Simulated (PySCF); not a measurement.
# Two-component Hartree-Fock for Ga(3+) (gallium, charge +3)

Start: [Ar] 3d9 4s1; 3d3/2 filled at m_j = -3/2, -1/2, +1/2, +3/2; 3d5/2 filled at m_j = -3/2, -1/2, +1/2, +3/2, +5/2; 4s1/2 filled at m_j = +1/2. Calculated with PySCF 2.14 in x2c-SVPall-2c with one added diffuse shell each of s, p, d type (6s7p4d, 47 functions): generalised Hartree-Fock with the X2C-1e Hamiltonian and a Gaussian nucleus; one run each with spin-orbit coupling (SO) switched off, then screened by Boettger's factors. This is a chosen level, not necessarily the ground level.

```csv
spinor shell,electrons,"ε, spin-free (eV)","ε, screened SO (eV)",weight of nominal j (screened SO),"rms radius, screened SO (bohr)"
1s1/2,2,-10483.7,-10483.6,1.000,0.0561
2s1/2,2,-1386.9,-1386.8,1.000,0.236
2p1/2,2,-1209.2,-1228.6,0.999,0.209
2p3/2,4,-1209.2,-1199.8,1.000,0.212
3s1/2,2,-222.91,-222.90,1.000,0.696
3p1/2,2,-166.62,-170.63,0.955,0.722
3d3/2,4,-75.789,-76.636,0.828,0.829
3d5/2,5,-75.789,-75.129,0.862,0.834
4s1/2,1,-43.287,-43.287,1.000,2.18
```

(1) Where does 3p3/2 lie, and what is the 3p spin-orbit splitting (screened SO)?

```tsv
quantity	spin-free	screened SO
E (hartree)	-1939.20209	-1939.25901
M_J	3	3
⟨J²⟩	12.002	12.002
⟨L²⟩	6.002	6.004
⟨S²⟩	2.000	2.002
```

Each row is a mean over spinors that exchange with the open shell spreads, by up to 8.740 eV (3p3/2).

Rows whose weight is well below 1 are mixtures of j = l ± 1/2: exchange outweighs spin-orbit coupling there, and the label is only the starting occupation.

Without spin-orbit coupling the j labels of p, d and f shells carry no meaning; the spin-free column gives the mean over the occupied spinors of each nl shell.

Results:

(1) At -164.63 eV, 6.007 eV above 3p1/2.
